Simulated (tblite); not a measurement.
A geometry optimisation, step by step.

Compound: C5H10BF3Si.
Atom-mapped SMILES: `[CH3:1][C@@H:2]([F:3])[C@@H:4]1[CH2:5][CH2:6][Si@H:7]1[B:8]([F:9])[F:10]` (hydrogens: H11, H12, H13 on C1; H14 on C2; H15 on C4; H16, H17 on C5; H18, H19 on C6; H20 on Si7)

Computed with GFN2-xTB (tblite), gas phase: L-BFGS steps from a force-field or distance-geometry start until the largest atomic force falls under 0.01 eV/Å. 7 of its 111 geometries are shown.

Step 0: E = -896.8576 eV, largest atomic force 4.353 eV/Å
```
atom  x, y, z in Å  |  force x, y, z in eV/Å
C1      2.327    1.041    0.383    0.995   1.288  -0.185
C2      1.631   -0.079   -0.345    0.383  -0.182   1.552
F3      2.436   -1.212   -0.177    0.096   0.113  -0.433
C4      0.276   -0.439    0.244    2.950  -0.346  -1.188
C5     -0.257   -1.603   -0.597   -0.340   0.247   0.388
C6     -1.632   -1.256   -0.086   -2.370  -0.965  -0.922
Si7    -1.149    0.543   -0.387   -1.027   1.496   0.907
B8     -2.081    1.679    0.838   -4.112   1.224   0.734
F9     -2.882    1.038    1.885    1.960   2.028  -2.327
F10    -2.734    2.855    0.261    1.423  -2.633   1.822
H11     2.441    0.877    1.469   -0.385  -0.023  -0.605
H12     3.361    1.117   -0.022   -0.555   0.040   0.249
H13     1.830    2.021    0.179    0.256  -0.835   0.316
H14     1.556    0.133   -1.418    0.100  -0.212   0.142
H15     0.264   -0.705    1.311    0.452   0.284  -0.479
H16     0.149   -2.584   -0.359   -0.058   0.062  -0.380
H17    -0.198   -1.285   -1.678    0.250  -1.130   1.013
H18    -2.465   -1.604   -0.722    0.076  -0.392   0.711
H19    -1.756   -1.460    1.002   -0.217  -0.156  -1.025
H20    -1.121    0.933   -1.784    0.122   0.093  -0.290
```

Step 18: E = -898.7354 eV, largest atomic force 0.348 eV/Å
```
atom  x, y, z in Å  |  force x, y, z in eV/Å
C1      2.388    1.094    0.362   -0.072  -0.080  -0.008
C2      1.754   -0.065   -0.400   -0.012   0.013   0.010
F3      2.567   -1.183   -0.217    0.071   0.047  -0.077
C4      0.372   -0.436    0.101   -0.084   0.001   0.064
C5     -0.292   -1.671   -0.537    0.094  -0.070   0.009
C6     -1.745   -1.304   -0.228    0.085   0.006  -0.049
Si7    -1.246    0.555   -0.267   -0.232   0.002   0.179
B8     -2.353    1.752    0.869    0.269  -0.175  -0.135
F9     -2.883    1.391    2.017   -0.003  -0.061   0.144
F10    -2.772    2.938    0.484    0.032   0.097  -0.092
H11     2.399    0.862    1.427    0.028   0.053  -0.065
H12     3.413    1.236    0.023   -0.090   0.024   0.042
H13     1.819    2.006    0.200    0.026  -0.063  -0.019
H14     1.771    0.130   -1.483   -0.098  -0.074   0.099
H15     0.457   -0.636    1.172    0.053   0.045   0.058
H16     0.038   -2.630   -0.142    0.057  -0.008   0.082
H17    -0.133   -1.682   -1.614    0.075   0.040  -0.004
H18    -2.470   -1.744   -0.905   -0.069   0.096  -0.035
H19    -1.991   -1.617    0.788   -0.084   0.014  -0.084
H20    -1.099    1.016   -1.653   -0.044   0.092  -0.117
```

Step 37: E = -898.8382 eV, largest atomic force 0.109 eV/Å
```
atom  x, y, z in Å  |  force x, y, z in eV/Å
C1      2.298    1.132    0.317   -0.038  -0.036  -0.040
C2      1.681   -0.060   -0.397   -0.064  -0.011  -0.037
F3      2.564   -1.134   -0.321    0.008   0.054   0.069
C4      0.350   -0.477    0.199   -0.062   0.072   0.005
C5     -0.260   -1.755   -0.406    0.011   0.029   0.013
C6     -1.741   -1.355   -0.413   -0.013   0.075  -0.001
Si7    -1.265    0.498   -0.241    0.013   0.057  -0.012
B8     -2.206    1.750    0.965   -0.017  -0.047  -0.047
F9     -2.649    1.515    2.183    0.058  -0.012  -0.038
F10    -2.541    2.953    0.533    0.023  -0.040   0.063
H11     2.344    0.930    1.385    0.068   0.078  -0.033
H12     3.303    1.313   -0.060   -0.018  -0.020   0.050
H13     1.689    2.014    0.136   -0.008  -0.014   0.046
H14     1.579    0.142   -1.469   -0.007  -0.012  -0.055
H15     0.483   -0.596    1.277   -0.016  -0.035  -0.010
H16    -0.044   -2.664    0.149    0.049  -0.037   0.056
H17     0.103   -1.886   -1.422    0.017  -0.025  -0.052
H18    -2.275   -1.687   -1.297   -0.069   0.027  -0.010
H19    -2.262   -1.741    0.460   -0.030  -0.051   0.018
H20    -1.156    1.114   -1.582    0.095  -0.051   0.015
```

Step 55: E = -898.8611 eV, largest atomic force 0.104 eV/Å
```
atom  x, y, z in Å  |  force x, y, z in eV/Å
C1      2.245    1.169    0.287    0.008   0.009   0.006
C2      1.658   -0.065   -0.379    0.038  -0.026  -0.008
F3      2.575   -1.102   -0.239    0.025  -0.057   0.042
C4      0.330   -0.489    0.214   -0.006   0.044   0.004
C5     -0.283   -1.774   -0.378    0.004   0.025  -0.008
C6     -1.757   -1.343   -0.466   -0.017   0.033   0.013
Si7    -1.244    0.501   -0.280   -0.091   0.010  -0.050
B8     -2.147    1.724    0.974    0.013  -0.026  -0.023
F9     -2.491    1.430    2.211   -0.004   0.020  -0.006
F10    -2.490    2.951    0.630   -0.007  -0.016   0.034
H11     2.359    0.992    1.354   -0.034   0.017   0.029
H12     3.228    1.386   -0.124    0.008  -0.012  -0.045
H13     1.598    2.026    0.127   -0.044  -0.013   0.004
H14     1.569    0.082   -1.462   -0.020   0.002  -0.022
H15     0.446   -0.577    1.296    0.033  -0.087   0.004
H16    -0.110   -2.667    0.219    0.012   0.013   0.010
H17     0.117   -1.948   -1.373    0.046  -0.024  -0.023
H18    -2.262   -1.660   -1.377    0.055   0.036   0.017
H19    -2.335   -1.730    0.372    0.006   0.041   0.021
H20    -1.013    1.104   -1.608   -0.024   0.010  -0.001
```

Step 73: E = -898.8706 eV, largest atomic force 0.039 eV/Å
```
atom  x, y, z in Å  |  force x, y, z in eV/Å
C1      2.208    1.186    0.253    0.004   0.010   0.008
C2      1.676   -0.099   -0.360   -0.004  -0.004   0.004
F3      2.598   -1.112   -0.117    0.012  -0.003   0.011
C4      0.332   -0.496    0.213    0.001  -0.014  -0.002
C5     -0.291   -1.776   -0.375   -0.009  -0.008   0.003
C6     -1.753   -1.313   -0.502   -0.010   0.025   0.008
Si7    -1.222    0.522   -0.301   -0.001   0.012  -0.023
B8     -2.107    1.710    0.997   -0.034  -0.015   0.012
F9     -2.415    1.364    2.230    0.000   0.010   0.015
F10    -2.486    2.941    0.713    0.018  -0.016  -0.011
H11     2.341    1.052    1.324    0.000   0.007   0.021
H12     3.168    1.449   -0.183    0.008  -0.006  -0.014
H13     1.500    1.992    0.080    0.005   0.018  -0.024
H14     1.621   -0.019   -1.452    0.000  -0.007  -0.011
H15     0.439   -0.591    1.297    0.005  -0.015  -0.002
H16    -0.159   -2.657    0.249    0.012  -0.009   0.006
H17     0.138   -1.991   -1.352   -0.020   0.023  -0.005
H18    -2.241   -1.616   -1.424    0.020  -0.005   0.011
H19    -2.356   -1.679    0.328   -0.013  -0.010  -0.016
H20    -0.994    1.143   -1.621    0.006   0.007   0.008
```

Step 92: E = -898.8756 eV, largest atomic force 0.026 eV/Å
```
atom  x, y, z in Å  |  force x, y, z in eV/Å
C1      2.196    1.206    0.204    0.005   0.007  -0.006
C2      1.690   -0.127   -0.324   -0.011  -0.008  -0.005
F3      2.616   -1.108    0.020   -0.001   0.004  -0.016
C4      0.335   -0.511    0.230   -0.007  -0.024   0.008
C5     -0.298   -1.773   -0.389   -0.002  -0.009  -0.002
C6     -1.755   -1.295   -0.521    0.005   0.012   0.003
Si7    -1.210    0.529   -0.269    0.005   0.009  -0.013
B8     -2.111    1.691    1.040   -0.018   0.008   0.013
F9     -2.420    1.347    2.274    0.004   0.014  -0.019
F10    -2.497    2.919    0.748    0.004  -0.018   0.019
H11     2.298    1.162    1.285   -0.018   0.001   0.006
H12     3.169    1.431   -0.226    0.024   0.003   0.009
H13     1.498    1.994   -0.062   -0.011   0.006  -0.004
H14     1.668   -0.125   -1.421    0.007  -0.007  -0.008
H15     0.435   -0.630    1.311   -0.001   0.005   0.012
H16    -0.175   -2.671    0.213    0.006   0.009  -0.001
H17     0.134   -1.963   -1.370   -0.012  -0.007   0.010
H18    -2.225   -1.571   -1.460    0.000   0.004  -0.004
H19    -2.379   -1.680    0.284    0.012  -0.006   0.001
H20    -0.973    1.187   -1.569    0.010  -0.001  -0.003
```

Step 110: E = -898.8774 eV, largest atomic force 0.009 eV/Å
```
atom  x, y, z in Å  |  force x, y, z in eV/Å
C1      2.181    1.212    0.185    0.002   0.002  -0.001
C2      1.692   -0.134   -0.328    0.004  -0.004   0.001
F3      2.628   -1.101    0.027    0.003  -0.003   0.001
C4      0.341   -0.520    0.235   -0.001  -0.006  -0.002
C5     -0.301   -1.777   -0.384   -0.001  -0.002  -0.001
C6     -1.752   -1.285   -0.527    0.001   0.003   0.000
Si7    -1.196    0.534   -0.259   -0.003   0.002   0.005
B8     -2.106    1.684    1.056   -0.005   0.000   0.002
F9     -2.416    1.331    2.287    0.004   0.000  -0.005
F10    -2.500    2.911    0.773    0.003  -0.004   0.005
H11     2.213    1.205    1.272    0.001   0.005  -0.005
H12     3.181    1.413   -0.191    0.002   0.002   0.005
H13     1.506    1.995   -0.149    0.007   0.005   0.002
H14     1.671   -0.146   -1.425   -0.002   0.002   0.004
H15     0.449   -0.641    1.316   -0.003   0.003  -0.003
H16    -0.192   -2.673    0.225    0.001   0.000   0.000
H17     0.136   -1.979   -1.360   -0.002  -0.003   0.001
H18    -2.214   -1.550   -1.474   -0.003  -0.001  -0.005
H19    -2.386   -1.673    0.268   -0.001   0.004   0.001
H20    -0.941    1.205   -1.549   -0.006  -0.006  -0.004
```

Problem. Summarise the path.

Solution. The energy falls by 46.58 kcal/mol from step 0 to step 110; nine tenths of that is first reached at step 13. It falls at every step. The largest force goes from 4.353 to 0.009 eV/Å. Among the bonds B8–F9 changes most, from 1.466 to 1.318 Å; the atoms move by 0.498 Å rms after alignment.

Problem. Follow the three bonds and two angles with the largest change from start to end.

Solution. 
| step | E above end (kcal/mol) | largest force (eV/Å) | B8–F9 (Å) | B8–F10 (Å) | C4–Si7 (Å) | C4–C5–C6 (°) | C6–Si7–B8 (°) |
| --- | --- | --- | --- | --- | --- | --- | --- |
| 0 | 46.58 | 4.353 | 1.466 | 1.464 | 1.842 | 87.5 | 109.8 |
| 5 | 11.80 | 1.581 | 1.327 | 1.327 | 1.891 | 94.5 | 110.1 |
| 10 | 5.66 | 0.384 | 1.316 | 1.315 | 1.950 | 96.8 | 112.9 |
| 14 | 4.21 | 0.283 | 1.322 | 1.322 | 1.946 | 96.7 | 115.2 |
| 19 | 3.09 | 0.200 | 1.317 | 1.319 | 1.931 | 97.6 | 115.5 |
| 24 | 2.28 | 0.173 | 1.317 | 1.319 | 1.931 | 97.6 | 118.1 |
| 29 | 1.72 | 0.179 | 1.319 | 1.322 | 1.933 | 98.9 | 118.8 |
| 33 | 1.24 | 0.158 | 1.315 | 1.318 | 1.934 | 98.6 | 120.4 |
| 38 | 0.84 | 0.122 | 1.319 | 1.322 | 1.935 | 99.8 | 123.8 |
| 43 | 0.61 | 0.097 | 1.315 | 1.319 | 1.930 | 99.5 | 123.3 |
| 48 | 0.53 | 0.078 | 1.318 | 1.320 | 1.929 | 99.6 | 123.4 |
| 53 | 0.44 | 0.090 | 1.316 | 1.319 | 1.927 | 99.7 | 122.6 |
| 57 | 0.32 | 0.083 | 1.318 | 1.320 | 1.925 | 99.7 | 122.0 |
| 62 | 0.21 | 0.049 | 1.317 | 1.319 | 1.929 | 99.7 | 121.0 |
| 67 | 0.19 | 0.030 | 1.318 | 1.319 | 1.929 | 99.5 | 121.0 |
| 72 | 0.16 | 0.032 | 1.317 | 1.319 | 1.928 | 99.6 | 121.3 |
| 77 | 0.12 | 0.044 | 1.318 | 1.320 | 1.929 | 99.4 | 121.3 |
| 81 | 0.08 | 0.035 | 1.317 | 1.319 | 1.929 | 99.8 | 121.5 |
| 86 | 0.06 | 0.024 | 1.317 | 1.319 | 1.928 | 99.8 | 121.6 |
| 91 | 0.04 | 0.029 | 1.318 | 1.320 | 1.928 | 99.8 | 121.3 |
| 96 | 0.03 | 0.019 | 1.317 | 1.319 | 1.929 | 99.6 | 120.9 |
| 100 | 0.02 | 0.026 | 1.318 | 1.320 | 1.928 | 99.6 | 121.0 |
| 105 | 0.01 | 0.019 | 1.317 | 1.319 | 1.928 | 99.7 | 121.0 |
| 110 | 0.00 | 0.009 | 1.318 | 1.319 | 1.928 | 99.7 | 120.8 |

What follows is the cost of the whole relaxation. Time: 1.7 s. Hardware: one thread of an Arm Neoverse N1, on a shared host.
